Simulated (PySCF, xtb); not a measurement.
C₂H₇MgNO, SMILES C[N](C)[Mg][OH]. One conformer was computed; it need not be the lowest.

Harmonic wavenumbers (cm⁻¹) from GFN2-xTB (xtb 6.7.1) at its own minimum, in rising order: 52, 90, 161, 239, 240, 248, 308, 321, 371, 484, 672, 971, 1037, 1062, 1126, 1182, 1216, 1398, 1413, 1457, 1469, 1482, 1491, 2817, 2819, 2892, 2898, 2960, 2963, 3730.

Task: What does PBE0-D3(BJ)/def2-SVP (PySCF) give at its own minimum? (The exact figures need the calculation; the answer reports its results.)

Result: 68, 80, 123, 130, 180, 219, 257, 298, 324, 523, 848, 1029, 1093, 1109, 1158, 1255, 1284, 1431, 1438, 1441, 1459, 1483, 1499, 2934, 2942, 2974, 2987, 3078, 3079, 4109. Paired by order, the mean absolute difference is 68 cm⁻¹ and the zero-point energies are 56.6 and 58.4 kcal/mol.
